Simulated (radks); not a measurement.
All-electron atom: Sn II in [Kr] 4d10 5s1.5 5p1.5 (fractional occupations, a model configuration). Method: scalar-relativistic Kohn-Sham, LDA (Slater exchange, Perdew-Wang correlation), spin-unpolarised, spherical densities, point nucleus; computed with a radial shooting solver on a logarithmic mesh with Libxc functionals. Some entries of the table are withheld. Estimate them.

| orbital | occ. | eigenvalue (eV) | r(max) (bohr) | <1/r> (bohr^-1) |
|---|---|---|---|---|
| 1s | 2 | (1) | 0.01879 | 53.03 |
| 2s | 2 | -4384.721 | (2) | 12.10 |
| 2p | 6 | -3939.478 | 0.08496 | 11.64 |
| 3s | 2 | -852.7406 | 0.3079 | 4.295 |
| 3p | 6 | -707.2302 | 0.3012 | 4.091 |
| 3d | 10 | -482.5351 | (3) | 3.863 |
| 4s | 2 | -142.4921 | 0.7449 | 1.700 |
| 4p | 6 | (4) | 0.7876 | (5) |
| 4d | 10 | -34.6732 | 0.8863 | 1.220 |
| 5s | 1.5 | -18.6129 | 1.968 | 0.5651 |
| 5p | 1.5 | -10.8758 | 2.396 | (6) |

Answer. 
(1) 1s eigenvalue (eV): -28989.05
(2) 2s r(max) (bohr): 0.1062
(3) 3d r(max) (bohr): 0.2508
(4) 4p eigenvalue (eV): -98.3925
(5) 4p <1/r> (bohr^-1): 1.542
(6) 5p <1/r> (bohr^-1): 0.4465
